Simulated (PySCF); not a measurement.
Cost against size for one kind of job: B3LYP/pcJ-1 indirect spin-spin coupling, non-relativistic, gas phase in PySCF 2.14.0, density-fitted response routines. Hardware: an x86-64 server with one thread, no GPU, on a shared host. The host was shared with other jobs, so the times are rough.

| species (SMILES) | atoms | electrons | basis functions | SCF cycles | wall time |
| --- | --- | --- | --- | --- | --- |
| NBN | 8 | 24 | 131 | 12 | 4.9 s |
| CCCCC#N | 15 | 46 | 252 | 14 | 38 s |
| CC(C)(C)C#N | 15 | 46 | 252 | 14 | ? |
| FCC(F)(F)C(F)(F)F | 11 | 74 | 263 | 13 | 98 s |
| C=C=Cc1ccccn1 | 16 | 62 | 313 | 14 | 42 s |

Question: Estimate the withheld figures.

Answer: `CC(C)(C)C#N`: 43 s.

Question: With all rows, how does the wall time grow with the number of basis functions N?

Answer: A straight line through log(time) against log(N) has slope 3.0 between N = 131 and 313, and the rows scatter about it by a factor of about 1.8 (standard error of the fit). This is a fit to these rows, whose iteration counts differ, not the method's formal scaling.

Question: Which species took longest, and how many times the shortest run?

Answer: `FCC(F)(F)C(F)(F)F`, at 98 s: about 20 times the shortest (4.9 s).
